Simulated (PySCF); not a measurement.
A calculated (PBE0, PySCF 2.14, aug-cc-pVTZ-DK, the spin-free X2C one-electron Hamiltonian (Gaussian nucleus)) atom or ion has these occupied shells.

| shell | electrons | orbital energy (eV) | rms radius, mean of both spins (bohr) |
| --- | --- | --- | --- |
| 1s α | 1 | -18879.8 | 0.0415 |
| 1s β | 1 | -18879.8 | 0.0415 |
| 2s α | 1 | -2680.7 | 0.171 |
| 2s β | 1 | -2680.4 | 0.171 |
| 2p α | 3 | -2395.4 | 0.152 |
| 2p β | 3 | -2395.2 | 0.152 |
| 3s α | 1 | -474.86 | 0.473 |
| 3s β | 1 | -474.69 | 0.473 |
| 3p α | 3 | -380.78 | 0.480 |
| 3p β | 3 | -380.58 | 0.480 |
| 3d α | 5 | -226.78 | 0.475 |
| 3d β | 5 | -226.45 | 0.475 |
| 4s α | 1 | -85.340 | 1.22 |
| 4s β | 1 | -83.668 | 1.22 |
| 4p α | 3 | -59.862 | 1.36 |
| 4p β | 3 | -57.850 | 1.36 |
| 4d α | 2 | -25.456 | 1.90 |
| 5p α | 1 | -15.188 | 3.69 |

Name the element and its charge.

Nb²⁺ (niobium, charge +2), in [Kr] 4d2 5p1, one real determinant (an excited configuration).
